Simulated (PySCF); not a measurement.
Species: C3H9Te (charge +1).
Atom-mapped SMILES: `[CH3:1][Te+:2]([CH3:3])[CH3:4]` (hydrogens: H5, H6, H7 on C1; H8, H9, H10 on C3; H11, H12, H13 on C4)

Level of theory: PBE0-D3(BJ)/def2-SVP geometry optimisation, gas phase, def2 core potentials past Kr in PySCF.

Task: What internal coordinates does the optimisation give?

Result: 
```json
{"bond": "C1–Te2, Te2–C3, Te2–C4", "length (pm)": "213.0"}
{"bond": "C1–H5 and 8 like bonds", "length (pm)": "109.8"}
```

Bonds in one row agree within 1 pm and their mean is given. A selection of angles:
```json
{"angle": "Te2–C1–H5", "degrees": "109.1"}
{"angle": "Te2–C1–H6", "degrees": "107.9"}
{"angle": "H5–C1–H6", "degrees": "111.1"}
{"angle": "H6–C1–H7", "degrees": "109.9"}
{"angle": "C1–Te2–C3", "degrees": "96.6"}
```

Te2 (tellurium bonded to 3 C) is pyramidal (angles 96.7°, 96.6° and 96.6°, sum 289.9°, 1.08 Å off the plane of its three neighbours). All 3 C–Te bonds measure 2.130 Å.

Not checked by PBE0-D3(BJ)/def2-SVP frequencies.

The run took 41 s of wall time on an AMD EPYC 7R43 with one thread, no GPU, on a shared host, and the process peaked at 0.48 GiB of memory. That covers the optimisation of the geometry.
